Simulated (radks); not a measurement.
Results of a calculation; reference values are marked as such.
Numerical settings for the barium ion Ba3+, [Kr] 4d10 5s2 5p5. Code: a radial shooting solver on a logarithmic mesh with Libxc functionals. Model: Dirac Kohn-Sham, PBE, spin-unpolarised, spherical densities, finite nucleus; open shells fill j = l - 1/2 first; Fermi nuclear charge, rms radius 4.8378 fm. The defaults (mesh step 0.008 in ln r, mesh end at 40 bohr or more with all orbitals vanishing there, Anderson mixing 0.5 over 9 steps, residual threshold near 1e-9 with the energy settled to 1e-9 hartree or 1e-11 of itself, here a cap of 50 iterations) give E = -8137.1140 hartree and 5p3/2 at -41.365 eV in 14 iterations. Run on one thread of a shared host, so times are rough (Arm Neoverse V2): 0.11 s of CPU time, 0.11 s wall, 14 iterations on 2213 mesh points. Changes against that run (0 stands for a change within the tolerance of the run):

setting                     iterations         converged  E (mhartree)  e(5p3/2) (meV)  CPU (s)
mesh step in ln r 0.02              14               yes     +0.000645               0     0.05
mesh step in ln r 0.012             14               yes             0               0     0.08
mesh step in ln r 0.005             14               yes             0               0     0.17
mesh end (bohr) 1                   13  level above zero     +2.57e+05       +8.87e+05     0.08
mesh end (bohr) 8                   14               yes     +0.000642         +0.0354     0.11
residual threshold 0.1               8               yes             0          -0.898     0.08
residual threshold 1e-05            10               yes             0           +0.03     0.09
mixing 0.05                         23               yes             0               0     0.16
linear mixing, mixing 0.05          50                no         +1.64            -936     0.38
linear mixing, mixing 1             50                no             0          +0.239     0.39
mixing history 20                   18               yes             0               0     0.13
iteration cap 3                      3                no         +9.49       -1.32e+03     0.04

Settled on a wrong energy, with an occupied level pushed above zero by the early mesh end: mesh end (bohr) 1 (+257 hartree). Apart from these: no run marked as converged misses the energy by more than 1 mhartree. A mesh that ends early acts as a hard wall.
